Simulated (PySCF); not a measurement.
BH3N, SMILES B=[NH2+], charge +1. Atoms are numbered in the order given.

```xyz
5

B      0.0000     0.0000     0.7861
N      0.0000     0.0000    -0.5289
H      0.0000     0.0000     1.9563
H      0.0000     0.8529    -1.0922
H      0.0000    -0.8529    -1.0922
```
Charge +1, spin multiplicity 1.

Geometry: TPSSh-D3(BJ)/def2-TZVP. The isomer is the one that the SMILES or the coordinates give; other isomers of the formula were not compared.

These are B3LYP/def2-TZVPD (PySCF) values and carry that method's errors.

Symmetry labels are those of the subgroup C2v that the program uses (full group C2v).

Computed valence orbital energies around the gap with their symmetry:
| orbital | symmetry | energy (eV) |
|---|---|---|
| HOMO−6 | A1 | -397.84 |
| HOMO−5 | A1 | -193.59 |
| HOMO−4 | A1 | -32.13 |
| HOMO−3 | A1 | -22.50 |
| HOMO−2 | B2 | -21.82 |
| HOMO−1 | A1 | -19.74 |
| HOMO | B1 | -16.68 |
| LUMO | B2 | -9.11 |
| LUMO+1 | B1 | -7.46 |
| LUMO+2 | A1 | -5.74 |
| LUMO+3 | A1 | -3.74 |
